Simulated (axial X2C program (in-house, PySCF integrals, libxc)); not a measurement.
**How long does AlCo take?**

A bond scan computed with an in-house relativistic program for diatomic molecules. Basis: Co dyall-cv3z [9s10p6d3f2g], Al dyall-v3z [8s8p2d1f] (cores contracted in-house).

Input:
```json
{"zs": [27, 13], "q": 0, "bas": ["dyall-cv3z", "dyall-v3z"], "levels": ["PBE0", "HF", "r2SCAN0"], "cc": true, "r0": 2.37, "thr": -2.0, "nmax": 90, "npts": 10, "nst": 2, "ntry": 6}
```
```bash
python so2c.py task.json out
```

Keys: zs atomic numbers; q charge; bas basis sets; levels methods; cc coupled cluster on or off; r0 starting distance in Å; thr threshold in hartree for freezing inner shells (an s shell follows its p shell); nmax most natural virtual spinors; npts points on the curve; nst determinants followed; ntry starts of the search. HF also brings MP2.

Hardware: 1 thread of AMD EPYC 9B14 (Zen 4), on a shared host.

Wall time of one point of each curve, integrals apart:

| Hamiltonian | level | points | seconds a point |
| --- | --- | --- | --- |
| spin-free | PBE0 | 10 | 0.45 |
| spin-free | HF | 10 | 0.22 |
| spin-free | CCSD(T) (12 electrons, 90 virtuals) | 7 | 7.6 |
| spin-free | r2SCAN0 | 10 | 0.74 |
| 2c | PBE0 | 10 | 0.58 |
| 2c | HF | 10 | 0.41 |
| 2c | CCSD(T) (12 electrons, 90 virtuals) | 7 | 8.4 |
| 2c | r2SCAN0 | 10 | 0.88 |

The rest:

Search with its distance optimisation 16 s, atoms 22 s, whole task 190 s. Coupled cluster runs on the points near the minimum only. The program drops outer points, and coupled cluster, when its time limit (not in the input) nears; MP2, further determinants and curves that did not converge are not in the table.
